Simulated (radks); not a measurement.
The numbers below are computed, except where a source is named.
Species: Cu. Configuration: [Ar] 3d10 4s1. Level of theory: non-relativistic Kohn-Sham, exchange-only PBE, spin-polarised, spherical densities, point nucleus; open shells are filled with parallel spins first (a radial shooting solver on a logarithmic mesh with Libxc functionals).

Radial electron density D(r) = 4 pi r^2 rho(r):

r (bohr)  D(r) (e/bohr)  spin D(r)
0.006938          6.732    0.00183
0.009107          10.23    0.00276
0.01205           15.11    0.00401
0.01594           21.14    0.00543
0.0211            27.56    0.00666
0.02769           32.70    0.00701
0.03664           34.99    0.00570
0.04848           33.26    0.00254
0.06363           29.45  -0.000637
0.08419           27.97  -0.000102
0.1114            32.36    0.00651
0.1474            38.90     0.0111
0.1935            38.38   -0.00404
0.256             28.14    -0.0448
0.3387            18.65    -0.0803
0.4481            19.13    -0.0852
0.5882            22.47    -0.0889
0.7783            19.06     -0.101
1.03              11.09    -0.0375
1.363             5.049      0.145
1.788             2.289      0.340
2.366             1.119      0.414
3.131            0.5441      0.321
4.11             0.2250      0.166
5.438           0.06486     0.0542
7.195           0.01131     0.0101
9.519         0.0009461   0.000876

D(r) has 3 maxima, at r = 0.0372, 0.168, 0.602 bohr, and minima at 0.0796, 0.382 bohr, inside which lie 2.11, 10.90 electrons.
